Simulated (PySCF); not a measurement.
## State search for SI

Unrestricted PBE0; S x2c-TZVPPall, I x2c-TZVPPall; spin-free X2C with a Gaussian nucleus (PySCF 2.14). Outer shells of the fragments: S 3s2 3p4; I 4d10 5s2 5p5.

Followed along the bond (rough minima from three points):

```csv
2Ms+1,unpaired,⟨S²⟩ at the start,R at minimum (Å),Te (eV)
2,π ↑,0.76,2.31,0.00
4,"σ ↑, π ↑↑",3.76,none in the scan,≤ 1.68
```

Solutions found at the starting distance of 2.295 Å, counted from the lowest of them; the search is not exhaustive and high or unbound solutions are not listed, so other states can lie among these:

```
2Ms+1   unpaired   term  E (eV)  ⟨S²⟩  ⟨Lz²⟩  μ (D)
    2        π ↑     ²Π    0.00  0.76   1.01   1.07
    4  σ ↑, π ↑↑    ⁴Σ⁻    2.18  3.76   0.00   0.13
    2  σ ↓, π ↑↑  mixed    2.63  1.77   0.00   0.15
    2  σ ↑, π ↑↓  mixed    2.65  1.76   2.02   0.28
    2        σ ↑  mixed    3.49  0.87   2.01   0.78
    4  σ ↑, π ↑↑  mixed    4.50  3.76   2.02   1.97
```

A term symbol is given only where ⟨S²⟩ and ⟨Lz²⟩ are close to those of a pure state; real π, δ and φ orbitals otherwise mix terms. A positive dipole means S(−)I(+).

Spin–orbit coupling is left out. Counting both spins, an empty level lies below a filled one in some of these solutions, because spin and occupation are held.
